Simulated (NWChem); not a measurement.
System: HfH$_{2}$I$_{2}$; SMILES [I][HfH2][I]

def2 effective core potentials on I, Hf; no spin-orbit coupling.

Question: Give the equilibrium geometry at PBE0/def2-SVP with def2 effective core potentials on I, Hf (NWChem) as an XYZ file, with the point group.

Answer: point group C2v; any orientation.
```
5

Hf     0.0000     0.0000    -0.7863
I      2.3076     0.0000     0.5973
I     -2.3076     0.0000     0.5973
H      0.0000     1.4643    -1.8814
H      0.0000    -1.4643    -1.8814
```
